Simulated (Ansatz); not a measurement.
## Worked example: C2H3ClGe + C2H9FSi2 → C2H3FGe + C2H9ClSi2

Species: C2H3ClGe `C#[C][GeH2][Cl]`, singlet; C2H9FSi2 `CC[SiH](F)[SiH3]`, singlet; C2H3FGe `C#[C][GeH2][F]`, singlet; C2H9ClSi2 `CC[SiH]([SiH3])Cl`, singlet. The partners trade Cl for F: Ge–Cl and Si–F bonds give way to Ge–F and Si–Cl.

Shapes, held fixed at every level: PBE0-D4/def2-TZVP. Flexible molecules stand in one conformer, not always the lowest. Programs: Ansatz 0.2.0. Electronic energies: no zero-point or thermal term.

At CCSD(T)/def2-TZVPP; 1 Eh = 2625.50 kJ/mol:

```
  species   energy (Eh)
 C2H3ClGe  -2613.179721
 C2H9FSi2   -759.392969
  C2H3FGe  -2253.188066
C2H9ClSi2  -1119.368475
```

Problem. Work out ΔE of the reaction at this level.

Solution. 
1. Products less reactants: (-2253.188066) + (-1119.368475) − [(-2613.179721) + (-759.392969)] = 0.016149 Eh = +42.4 kJ/mol.

Other levels give +40.0 (wB97X-V/def2-TZVPP) to +49.3 kJ/mol (HF/def2-TZVPP). No measured value is set beside it here. Relativity is left out for Ge unless named. Correlated rows may include outer-core shells of Ge, which these sets cover unevenly.
